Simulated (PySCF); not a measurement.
difluoro(silyloxy)silane (F2H4OSi2), SMILES [SiH3]O[SiH](F)F.

Geometry: B3LYP-D3(BJ)/def2-SVP. A frequency run showed that this geometry is not a minimum. Other conformers were not sampled.

Level of theory: CAM-B3LYP/def2-TZVP in PySCF.

Isolated molecule, no solvent.

**Question.** Estimate the frontier levels, gap, dipole moment and polarisability. (An estimate is asked for; the answer gives what the named calculation found.)

**Answer.** 
* **highest occupied level**: -10.92 eV
* **lowest empty level**: 0.83 eV
* **orbital gap**: 11.75 eV
* **dipole moment**: 1.64 D
* **quadrupole, principal values (traceless, Buckingham form, about the centre of nuclear charge)**: -3.63, -2.66, 6.29 D·Å
* **mean static polarisability**: 49.1 bohr³ (7.28 Å³)
* **polarisability, principal values**: 46.2, 46.5, 54.8 bohr³
